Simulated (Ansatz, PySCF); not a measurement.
C2H6OSe, SMILES CO[Se]C. Atoms are numbered in the order given.

```xyz
10

Se    -0.2959    -0.1762     0.5997
C     -1.1649     1.3820    -0.1994
H     -2.1152     1.5211     0.3387
H     -1.3728     1.2198    -1.2657
H     -0.5285     2.2658    -0.0582
O      1.2852    -0.0630    -0.3122
C      1.3001    -0.6815    -1.5837
H      0.5941    -0.2096    -2.2932
H      2.3219    -0.5565    -1.9781
H      1.0690    -1.7610    -1.5326
```

Geometry optimised at B3LYP-D3(BJ)/def2-SVP. The values are those of a single conformer.

Two levels are set side by side: PBE-D3(BJ)/def2-SVP (Ansatz, a program for electronic structure) and B3LYP-D3(BJ)/def2-SVP (Ansatz). Each level has its own optimised geometry; the coordinates shown are those of the second. Frequencies come from the Hessian of PySCF at each geometry. Differences are taken from unrounded values.

| quantity | B3LYP-D3(BJ) |
|---|---|
| mean bond length (Å) | 1.312 |
| bond Se1–C2 (Å) | 1.955 |
| bond Se1–O6 (Å) | 1.829 |
| bond O6–C7 (Å) | 1.414 |
| bond C2–H3 (Å) | 1.101 |
| bond C2–H4 (Å) | 1.098 |
| bond C2–H5 (Å) | 1.098 |
| bond C7–H8 (Å) | 1.107 |
| bond C7–H9 (Å) | 1.102 |
| bond C7–H10 (Å) | 1.105 |
| highest harmonic wavenumber (cm⁻¹) | 3163 |
| mean harmonic wavenumber (cm⁻¹) | 1432 |
| zero-point energy (kcal/mol) | 49.12 |

Problem. What does PBE-D3(BJ) give, and how far is it from B3LYP-D3(BJ)? (The exact figures need the calculation; the answer reports its results.)

Solution. 
```json
[
 {"quantity": "mean bond length (Å)", "PBE-D3(BJ)": "1.320", "PBE-D3(BJ) minus B3LYP-D3(BJ)": "0.008"},
 {"quantity": "bond Se1–C2 (Å)", "PBE-D3(BJ)": "1.956", "PBE-D3(BJ) minus B3LYP-D3(BJ)": "0.001"},
 {"quantity": "bond Se1–O6 (Å)", "PBE-D3(BJ)": "1.844", "PBE-D3(BJ) minus B3LYP-D3(BJ)": "0.015"},
 {"quantity": "bond O6–C7 (Å)", "PBE-D3(BJ)": "1.419", "PBE-D3(BJ) minus B3LYP-D3(BJ)": "0.005"},
 {"quantity": "bond C2–H3 (Å)", "PBE-D3(BJ)": "1.109", "PBE-D3(BJ) minus B3LYP-D3(BJ)": "0.008"},
 {"quantity": "bond C2–H4 (Å)", "PBE-D3(BJ)": "1.107", "PBE-D3(BJ) minus B3LYP-D3(BJ)": "0.008"},
 {"quantity": "bond C2–H5 (Å)", "PBE-D3(BJ)": "1.106", "PBE-D3(BJ) minus B3LYP-D3(BJ)": "0.008"},
 {"quantity": "bond C7–H8 (Å)", "PBE-D3(BJ)": "1.115", "PBE-D3(BJ) minus B3LYP-D3(BJ)": "0.009"},
 {"quantity": "bond C7–H9 (Å)", "PBE-D3(BJ)": "1.111", "PBE-D3(BJ) minus B3LYP-D3(BJ)": "0.008"},
 {"quantity": "bond C7–H10 (Å)", "PBE-D3(BJ)": "1.114", "PBE-D3(BJ) minus B3LYP-D3(BJ)": "0.009"},
 {"quantity": "highest harmonic wavenumber (cm⁻¹)", "PBE-D3(BJ)": "3103", "PBE-D3(BJ) minus B3LYP-D3(BJ)": "-60"},
 {"quantity": "mean harmonic wavenumber (cm⁻¹)", "PBE-D3(BJ)": "1391", "PBE-D3(BJ) minus B3LYP-D3(BJ)": "-40"},
 {"quantity": "zero-point energy (kcal/mol)", "PBE-D3(BJ)": "47.73", "PBE-D3(BJ) minus B3LYP-D3(BJ)": "-1.39"}
]
```

GGA bonds tend to be longer and softer than those of functionals with exact exchange. Differences between two approximate levels are no errors against the true value.
